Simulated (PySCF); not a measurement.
SMILES CN[Si@H]1S[SiH2][Si@@H]1[SiH3], CH11NSSi4

Molfile (atoms numbered from 1):
```
CH11NSSi4
     RDKit          3D

 18 18  0  0  0  0  0  0  0  0999 V2000
    2.8474   -0.2170   -0.6539 C   0  0  0  0  0  0  0  0  0  0  0  0
    2.2234   -0.0287    0.6366 N   0  0  0  0  0  0  0  0  0  0  0  0
    0.5815    0.4465    0.8361 Si  0  0  1  0  0  4  0  0  0  0  0  0
    0.1226    2.4906    0.1279 S   0  0  0  0  0  0  0  0  0  0  0  0
   -1.2206    1.7697   -1.4155 Si  0  0  0  0  0  4  0  0  0  0  0  0
   -0.9633   -0.4569   -0.6872 Si  0  0  2  0  0  4  0  0  0  0  0  0
   -2.7908   -1.6451    0.0966 Si  0  0  0  0  0  4  0  0  0  0  0  0
    2.1557   -0.7442   -1.3081 H   0  0  0  0  0  0  0  0  0  0  0  0
    3.7503   -0.8193   -0.5442 H   0  0  0  0  0  0  0  0  0  0  0  0
    3.1171    0.7309   -1.1318 H   0  0  0  0  0  0  0  0  0  0  0  0
    2.8849    0.3381    1.3067 H   0  0  0  0  0  0  0  0  0  0  0  0
    0.4418    0.4931    2.2869 H   0  0  0  0  0  0  0  0  0  0  0  0
   -0.6853    2.2367   -2.6924 H   0  0  0  0  0  0  0  0  0  0  0  0
   -2.4996    2.4451   -1.2130 H   0  0  0  0  0  0  0  0  0  0  0  0
   -0.3025   -1.2655   -1.7413 H   0  0  0  0  0  0  0  0  0  0  0  0
   -3.3688   -2.4866   -0.9521 H   0  0  0  0  0  0  0  0  0  0  0  0
   -3.8536   -0.7519    0.5593 H   0  0  0  0  0  0  0  0  0  0  0  0
   -2.4488   -2.5292    1.2128 H   0  0  0  0  0  0  0  0  0  0  0  0
  1  2  1  0
  2  3  1  0
  3  4  1  0
  4  5  1  0
  5  6  1  0
  6  7  1  0
  6  3  1  0
  1  8  1  0
  1  9  1  0
  1 10  1  0
  2 11  1  0
  3 12  1  1
  5 13  1  0
  5 14  1  0
  6 15  1  6
  7 16  1  0
  7 17  1  0
  7 18  1  0
M  END
```

Method used: TDDFT CAM-B3LYP/def2-SVPD circular dichroism and optical rotation, one conformer, gas phase (PySCF). Geometry: GFN2-xTB.

The molecule is flexible and this is one conformer; a measurement averages over conformers.

Stereocentres: Si3 R, Si6 S.

(1) What is the specific rotation at 633, 589.3, 546, 436, 405, 365, 355 nm?

(2) And for the mirror image at 589.3 nm?

(3) What is the molar rotation [Φ] = [α]·M/100 of the geometry above at 589.3 nm?

Results:

(1) [α] in deg dm⁻¹ (g/mL)⁻¹:
| λ (nm) | origin-invariant length gauge | modified velocity gauge | length gauge (centre of mass) | isotropic polarisability (au) |
| --- | --- | --- | --- | --- |
| 633 | +207.8 | +212.3 | +207.6 | 159.3 |
| 589.3 | +244.8 | +250.2 | +244.6 | 160.3 |
| 546 | +292.8 | +299.3 | +292.4 | 161.4 |
| 436 | +512.1 | +523.7 | +511.4 | 166.4 |
| 405 | +623.8 | +637.9 | +622.9 | 168.7 |
| 365 | +837.5 | +856.3 | +836.1 | 172.9 |
| 355 | +909.6 | +929.9 | +908.0 | 174.3 |

(2) -244.8 deg dm⁻¹ (g/mL)⁻¹ (origin-invariant length gauge): the same size and the opposite sign.

(3) With M = 181.51 g/mol, +444.4 deg cm² dmol⁻¹ (origin-invariant length gauge).

The first excitation lies at 5.21 eV (238 nm) with R = -12.0 × 10⁻⁴⁰ esu² cm² (velocity form).
